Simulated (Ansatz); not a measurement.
Input (CCSDT(Q)/cc-pVTZ; Ansatz, a first-principles code):

Ansatz 0.2 input:
```yaml
crystal:
  periodic: [false, false, false]
  atoms:
    - {symbol: F, position_ang: [-1.12968485, -0.21998396, 0.01408414]}
    - {symbol: C, position_ang: [-0.02344835, 0.49606341, 0.02044072]}
    - {symbol: F, position_ang: [1.14531708, -0.11072499, -0.02771129]}
basis:
  gaussian:
    orbitals: cc-pVTZ
magnetization: {spin_polarized: true, initial_magnetization: 2}
correlation: {method: ccsdt_q, electrons: outside_noble_gas}
```

Output:

```
Functional definition: HF
integrals: 0.20 GiB planned
1181 factors; integrals over basis functions are off by at most 1.1e-7 eV
mean field: 0.30 GiB planned
mean field evaluation 1: about -6438.6671 eV, gradient 1.9e1 eV
mean field evaluation 2: about -6438.7756 eV, gradient 1.9e1 eV
mean field evaluation 4: about -6440.8203 eV, gradient 3.8e0 eV
mean field evaluation 8: about -6440.9944 eV, gradient 9.3e-1 eV
mean field evaluation 16: about -6441.0101 eV, gradient 3.0e-6 eV
mean field -6441.01006241 eV, -236.7027539202 hartree, gradient 3.0e-6 eV, S^2 2.007627; 0 other end points of the search recorded, 0 dependent functions left out
3 core orbitals not correlated
reference -6441.01006241 eV, -236.7027539202 hartree; 10, 8 occupied and 77, 79 virtual orbitals, 1181 factors
second order -16.32272755 eV of doubles, -0.00000000 eV of singles
coupled cluster: 8.67 GiB planned
cycle   1  -16.08007225 eV  change    2.4e-1 eV  update   9.8e-2
cycle   2  -16.71646559 eV  change   -6.4e-1 eV  update   4.9e-2
cycle   3  -17.13140649 eV  change   -4.1e-1 eV  update   2.3e-2
cycle   4  -17.09116180 eV  change    4.0e-2 eV  update   9.1e-3
cycle   5  -17.04496729 eV  change    4.6e-2 eV  update   5.4e-3
cycle   6  -17.05343397 eV  change   -8.5e-3 eV  update   2.2e-3
cycle   7  -17.06373030 eV  change   -1.0e-2 eV  update   1.0e-3
cycle   8  -17.06243623 eV  change    1.3e-3 eV  update   4.1e-4
cycle   9  -17.06075033 eV  change    1.7e-3 eV  update   2.2e-4
cycle  10  -17.06134490 eV  change   -5.9e-4 eV  update   7.7e-5
cycle  11  -17.06117176 eV  change    1.7e-4 eV  update   3.9e-5
cycle  12  -17.06120512 eV  change   -3.3e-5 eV  update   1.6e-5
cycle  13  -17.06122734 eV  change   -2.2e-5 eV  update   5.6e-6
cycle  14  -17.06122715 eV  change    1.8e-7 eV  update   2.6e-6
cycle  15  -17.06122336 eV  change    3.8e-6 eV  update   1.3e-6
cycle  16  -17.06122457 eV  change   -1.2e-6 eV  update   6.0e-7
perturbative correction -0.02091903 eV, -0.0007687602 hartree
Total energy: -6458.09220601 eV, -237.3305111187 hartree
```

This triplet is an excited state, 2.5 eV above the singlet at CCSD(T)/cc-pV5Z (Ansatz).
